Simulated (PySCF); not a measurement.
## Atomic charges by several schemes

Species: [Ag(NH3)2]+ (charge +1 and singlet state).
Geometry (PBE0-D3(BJ)/def2-SVP, Å), atoms numbered from 1 in this order:
```xyz
9
AgH6N2 angstrom
Ag     0.0020    0.0014    0.0000
N     -0.0076   -0.0138    2.1421
H     -0.4241    0.8325    2.5363
H      0.9333   -0.0824    2.5358
H     -0.5375   -0.8005    2.5234
N      0.0079    0.0141   -2.1421
H     -0.9363    0.0169   -2.5338
H      0.4806   -0.8025   -2.5355
H      0.4817    0.8344   -2.5263
```

Density: PBE0/pcSseg-1 (def2-TZVP on Ag) (PySCF); schemes: Mulliken and ESP-fitted. Geometry: PBE0-D3(BJ)/def2-SVP; no solvent, vibrations or thermal averaging. Atoms past krypton carry effective core potentials; spin–orbit coupling is left out.

Q: At which atom do the 2 schemes differ most?

A: At N2: from -0.738 (ESP-fitted) to -0.496 e (Mulliken), 0.242 e apart.

Q: Do the Mulliken and ESP-fitted schemes agree on where the charge is highest?

A: All schemes agree: Mulliken Ag1 (+0.472); ESP-fitted Ag1 (+0.407).

Q: Do the Mulliken and ESP-fitted schemes agree on where the charge is lowest?

A: All schemes pick atoms of one kind: Mulliken N2 and N6 (-0.496); ESP-fitted N2 (-0.738).

Q: What partial charge does each atom carry?

A: In e:

```csv
atom,environment,Mulliken,ESP-fitted
Ag1,silver bonded to 2 N,+0.472,+0.407
N2,nitrogen bonded to Ag and 3 H,-0.496,-0.738
H3,hydrogen on N2,+0.253,+0.345
H4,hydrogen on N2,+0.253,+0.345
H5,hydrogen on N2,+0.253,+0.344
N6,nitrogen bonded to Ag and 3 H,-0.496,-0.735
H7,hydrogen on N6,+0.253,+0.344
H8,hydrogen on N6,+0.253,+0.344
H9,hydrogen on N6,+0.253,+0.344
```

Mean size of the charges over all atoms: ESP-fitted 0.438 e, Mulliken 0.332 e. Each set sums to the total charge, 1, to within 0.001 e. The Mulliken scheme gives each basis function's population to the atom it is centred on and halves the overlap population of two atoms between them. The ESP scheme fits charges at the nuclei, held to the total charge, to the electrostatic potential on points at 1.4 to 2.0 times the van der Waals radii.

Q: How many electrons does the ESP-fitted scheme count on N2?

A: Z − q = 7 − (-0.738) = 7.738.

Q: Sum the charges by element, for elements with more than one atom.

A: 
| element | atoms | Mulliken | ESP-fitted |
| --- | --- | --- | --- |
| N | 2 | -0.992 | -1.473 |
| H | 6 | +1.520 | +2.066 |
